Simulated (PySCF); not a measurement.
Input of a run (PBE0-D3(BJ)/def2-SVP geometry optimisation, gas phase (PySCF 2.14.0)), started from GFN2-xTB:
```
{"job": {"xc": "PBE0", "basis": "def2-SVP", "d3": "d3bj", "grid": 2, "kind": "geom"}, "charge": 0, "multiplicity": 1}
C      3.180854    -0.128225     0.226890
O      2.125304    -0.906188    -0.300981
C      0.881386    -0.426884    -0.150015
C      0.422914     0.717074     0.438126
C     -0.980451     0.826906     0.370764
C     -1.564413    -0.227135    -0.262277
C     -3.013139    -0.432394    -0.506456
F     -3.322879    -0.525438    -1.813722
F     -3.745041     0.580259    -0.016803
F     -3.493482    -1.554930     0.061791
S     -0.398942    -1.398954    -0.801117
H      4.091212    -0.682565     0.009158
H      3.074838    -0.002529     1.307871
H      3.223457     0.853793    -0.252001
H      1.046128     1.457662     0.902055
H     -1.535344     1.653732     0.775305
```

Output (energies in Eh, forces in Eh/bohr):
```
step   0  E = -1003.24396134  max force = 0.019627
step   1  E = -1003.24528287  max force = 0.008911
step   2  E = -1003.24539392  max force = 0.002528
step   3  E = -1003.24543097  max force = 0.000539
step   4  E = -1003.24543590  max force = 0.000416
optimisation converged
```

Summarise the run.

The energy falls by 0.040 eV over 5 energy and gradient evaluations, the largest force component goes from 0.0196 to 4.2e-04 Eh/bohr, and the atoms move by 0.078 Å rms after alignment. Among the bonds, C4–H15 and C5–H16 change most and about equally (+0.015 Å). Bonds longer at the end by more than 0.005 Å: 8 of 16; shorter: 5. Among the dihedrals that turn most is C5–C6–C7–F10, from -120° to -131°. The energy never rose by more than 1e-6 Eh on the way. The first step brought 90 % of the lowering.

What are the final bond lengths?

C1–O2 1.407 Å, O2–C3 1.330 Å, C3–C4 1.376 Å, C4–C5 1.422 Å, C5–C6 1.366 Å, C6–C7 1.488 Å, C7–F8 1.340 Å, C7–F9 1.335 Å, C7–F10 1.338 Å, C6–S11 1.733 Å, C3–S11 1.734 Å, C1–H12 1.096 Å, C1–H13 1.103 Å, C1–H14 1.103 Å, C4–H15 1.089 Å, C5–H16 1.090 Å. Numbering counts from 1 in the input's order; the species is `COc1ccc(C(F)(F)F)s1`.

The run used 183 basis functions and 40 SCF cycles in all. Time: 86 s wall; peak memory 0.88 GiB. Hardware: Arm Neoverse V1, one thread, no GPU, shared host.

PBE0-D3(BJ)/def2-SVP frequencies: not computed here. The numbers are those of one conformer.
